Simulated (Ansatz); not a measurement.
Al9N9, a nanocrystal cut from zinc blende AlN (bare). The state is a singlet with charge 0. Geometry PBE-D4/def2-SVP.

```xyz
18

Al    1.929    0.122   -2.158
Al   -3.185   -0.295   -0.267
Al   -1.897   -1.570    1.525
Al    0.891   -1.802    0.171
Al   -0.539    0.238   -1.851
Al   -0.882    1.236    0.824
Al    2.123    0.892    0.574
Al    1.270    2.305   -1.306
Al    0.380   -0.865    2.348
N    -1.891    0.830   -0.761
N     0.713   -1.159   -1.534
N     0.597    1.362   -2.744
N    -0.268   -2.417    1.464
N    -3.521   -1.670    0.726
N    -1.181    0.110    2.232
N     2.866    1.267   -1.066
N     1.924   -0.702    1.382
N     0.671    2.118    0.442
```

Single mean-field runs in def2-TZVP are fitted with def2-universal-jkfit.

Question: Estimate the orbital energies around the gap (eV) in Ansatz with HF/6-31G, PBE-D4/def2-SVP, BLYP-D4/def2-TZVP, r2SCAN-D4/def2-TZVP, r2SCAN0-D4/def2-TZVP.

Answer: 
| orbital | HF/6-31G | PBE-D4/def2-SVP | BLYP-D4/def2-TZVP | r2SCAN-D4/def2-TZVP | r2SCAN0-D4/def2-TZVP |
| --- | --- | --- | --- | --- | --- |
| HOMO−9 | -11.14 | -6.64 | -6.45 | -6.82 | -7.91 |
| HOMO−8 | -10.87 | -6.36 | -6.21 | -6.59 | -7.70 |
| HOMO−7 | -10.70 | -6.33 | -6.16 | -6.52 | -7.62 |
| HOMO−6 | -10.58 | -6.23 | -6.06 | -6.42 | -7.52 |
| HOMO−5 | -10.48 | -6.07 | -5.94 | -6.31 | -7.43 |
| HOMO−4 | -10.10 | -5.81 | -5.70 | -6.04 | -7.12 |
| HOMO−3 | -9.82 | -5.65 | -5.55 | -5.89 | -6.98 |
| HOMO−2 | -9.73 | -5.49 | -5.41 | -5.74 | -6.85 |
| HOMO−1 | -9.51 | -5.37 | -5.21 | -5.54 | -6.57 |
| HOMO | -9.32 | -5.16 | -5.07 | -5.38 | -6.45 |
| LUMO | -0.77 | -3.92 | -3.89 | -3.75 | -3.11 |
| LUMO+1 | 0.05 | -3.25 | -3.23 | -3.06 | -2.38 |
| LUMO+2 | 0.52 | -2.76 | -2.71 | -2.51 | -1.83 |
| LUMO+3 | 0.68 | -2.59 | -2.54 | -2.33 | -1.63 |
| LUMO+4 | 1.18 | -2.05 | -1.99 | -1.76 | -1.09 |
| LUMO+5 | 1.63 | -1.76 | -1.72 | -1.43 | -0.74 |
